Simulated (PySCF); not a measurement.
CH₅NOPb, neutral, multiplicity 1. Atoms are numbered in the order given.

```xyz
9

Pb     0.1564     0.4673     0.0000
O      0.8242    -1.5513     0.0000
C     -0.0334    -2.6477     0.0000
H     -0.6984    -2.6890     0.8915
H      0.5568    -3.5850     0.0000
H     -0.6984    -2.6890    -0.8915
N     -1.9174    -0.0842     0.0000
H     -2.2653    -1.0409     0.0000
H     -2.6944     0.5730     0.0000
```

Geometry optimised at r2SCAN-D4/def2-SVP. The structure was generated by enumeration; whether it is a known compound was not checked. The def2 effective core potentials stand for the cores of Pb; spin–orbit coupling is left out. Other conformers were not sampled.

These are C-PCM-B3LYP/def2-SVP run with PySCF values and carry that method's errors.

The values are the electrostatic part of the solvation free energy, E(continuum) − E(gas) at the gas-phase geometry, in a cavity of scaled van der Waals radii (PySCF's table); cavitation and dispersion terms are not included. A continuum can't describe solvent molecules that bind to the metal. In vacuum the orbital gap is 4.50 eV. The dipole moment in vacuum is 2.43 D.

Computed values in water (ε = 78.36), toluene (ε = 2.37), diethylether (ε = 4.24):
```json
[
 {"solvent": "water", "ε": "78.36", "ΔG(elec) (kcal/mol)": "-6.0", "dipole (D)": "3.26", "gap (eV)": "4.75"},
 {"solvent": "toluene", "ε": "2.37", "ΔG(elec) (kcal/mol)": "-3.3", "dipole (D)": "2.86", "gap (eV)": "4.64"},
 {"solvent": "diethylether", "ε": "4.24", "ΔG(elec) (kcal/mol)": "-4.5", "dipole (D)": "3.03", "gap (eV)": "4.69"}
]
```
